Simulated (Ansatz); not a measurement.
Isomers of CHNO, B3LYP-D3(BJ)/def2-TZVP minima from an xTB search, which can miss the lowest.
Isomer 1, SMILES N=C=O (charge 0, multiplicity 1):
```xyz
4

N     -0.656     0.260     0.295
C      0.488     0.054    -0.039
O      1.624    -0.029    -0.282
H     -1.456    -0.285     0.025
```
Isomer 2, SMILES N#CO (charge 0, multiplicity 1):
```xyz
4

N      1.6183    -0.0956    -0.0516
C      0.4832     0.0651     0.0751
O     -0.7767     0.2990     0.2695
H     -1.3248    -0.2685    -0.2930
```

Cores are frozen in the correlated methods.

Run with Ansatz (a first-principles code). Each number belongs to the level named beside it.

The energy of isomer 2 above isomer 1 is E(isomer 2) − E(isomer 1). Total energies (hartree):

```csv
level,isomer 2,isomer 1
HF/cc-pVTZ,-167.7905599,-167.8293402
CCSD(T)/cc-pVTZ,-168.3944157,-168.4324354
HF/cc-pVQZ,-167.8031079,-167.8421982
CCSD(T)/cc-pVQZ,-168.4451648,-168.4839413
```

### Question
Work out the energy of isomer 2 above isomer 1 at the basis-set limit: extrapolate the CCSD(T) correlation part as X⁻³, take Hartree–Fock from the larger set.

### Answer

1. Differences (1 hartree = 627.509 kcal/mol): HF/cc-pVTZ 24.335; CCSD(T)/cc-pVTZ 23.858; HF/cc-pVQZ 24.530; CCSD(T)/cc-pVQZ 24.333.
2. Correlation parts, CCSD(T) less HF: -0.477 in cc-pVTZ (X = 3), -0.197 in cc-pVQZ (X = 4).
3. Limit (4³·(-0.197) − 3³·(-0.477))/(4³ − 3³) = 0.008; with HF/cc-pVQZ it gives 24.537.
Result: 24.54 kcal/mol, against 23.86 at CCSD(T)/cc-pVTZ. It is an estimate of this method's limit, not of the exact value.
